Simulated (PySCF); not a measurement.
**Stationary points of BrCl₄⁺**

All numbers come from PySCF, B3LYP, basis Br def2-SVP, Cl def2-SVP (no relativity, density fitting).

Relaxations began from a few typed shapes. The search is not exhaustive: other isomers or separated fragments can lie lower, and high-lying points may rest on an excited occupation.

```json
{"spin": "singlet", "group": "C2v", "bonds": "Br–Cl 2.257 Å (×2), Br–Cl 2.338 Å (×2)", "angles": "Cl–Br–Cl 93.6° (×4), Cl–Br–Cl 107.4°, Cl–Br–Cl 167.7°", "imaginary modes (cm⁻¹)": "none", "ΔE (kJ/mol)": "0.0", "ΔE with ZPE (kJ/mol)": "0.0"}
{"spin": "singlet", "group": "C2v", "bonds": "Br–Cl 2.244 Å (×2), Br–Cl 2.333 Å (×2)", "angles": "Cl–Br–Cl 92.9° (×4), Cl–Br–Cl 108.3°, Cl–Br–Cl 170.1°", "imaginary modes (cm⁻¹)": "none", "ΔE (kJ/mol)": "0.2", "ΔE with ZPE (kJ/mol)": "0.5"}
{"spin": "singlet", "group": "D4h", "bonds": "Br–Cl 2.359 Å (×4)", "angles": "Cl–Br–Cl 90.0° (×4), Cl–Br–Cl 180.0° (×2)", "imaginary modes (cm⁻¹)": "203i, 46i", "ΔE (kJ/mol)": "40.3", "ΔE with ZPE (kJ/mol)": "–"}
```

The lowest minimum found is the singlet C2v: Br–Cl 2.257 Å (×2), Br–Cl 2.338 Å (×2); Cl–Br–Cl 93.6° (×4), Cl–Br–Cl 107.4°, Cl–Br–Cl 167.7°.

Counting electrons, bromine keeps 2 of its valence electrons outside its bonds, so the VSEPR class is AX4E1 and the expected shape is see-saw (C2v), as computed.
